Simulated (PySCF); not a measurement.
Be₂F₂, SMILES [F][Be][Be][F].

The structure is a stationary point at PBE0-D3(BJ)/def2-TZVP. One conformer was computed; it need not be the lowest.

All values below come from TDA-B3LYP/def2-TZVPD run with PySCF.

Vertical excitations; the highest root listed may be one member of a degenerate set. The molecule is in vacuum. State labels are in the subgroup D2h.

Q: Give excitation energies, oscillator strengths and character. (The exact figures need the calculation; the answer reports its results.)

A: 
| state | symmetry | energy (eV) | λ (nm) | f | main pairs |
|---|---|---|---|---|---|
| S1 | B2u | 6.21 | 200 | 0.397 | HOMO→LUMO (degenerate set) |
| S2 | B3u | 6.21 | 200 | 0.397 | HOMO→LUMO+1 (degenerate set) |
| S3 | B1u | 7.31 | 170 | 0.306 | HOMO→LUMO+2 99 % |
| S4 | Ag | 7.77 | 160 | 0.000 | HOMO→LUMO+3 97 % |
| S5 | B3g | 8.42 | 147 | 0.000 | HOMO→LUMO+7 (degenerate set) |
| S6 | B2g | 8.42 | 147 | 0.000 | HOMO→LUMO+6 (degenerate set) |
| S7 | B2u | 8.67 | 143 | 0.007 | HOMO→LUMO+4 (degenerate set) |
| S8 | B3u | 8.67 | 143 | 0.007 | HOMO→LUMO+5 (degenerate set) |
| S9 | Au | 8.70 | 142 | 0.000 | HOMO−2→LUMO 49 %, HOMO−1→LUMO+1 49 % |
| S10 | B1g | 8.74 | 142 | 0.000 | HOMO−3→LUMO 49 %, HOMO−4→LUMO+1 49 % |
| T1 | B2u | 4.09 | 303 | 0 | HOMO→LUMO (degenerate set) |
| T2 | B3u | 4.09 | 303 | 0 | HOMO→LUMO+1 (degenerate set) |
| T3 | B1u | 6.43 | 193 | 0 | HOMO→LUMO+2 89 % |
| T4 | Ag | 6.99 | 177 | 0 | HOMO→LUMO+3 96 % |
Triplets are in the Tamm–Dancoff approximation.
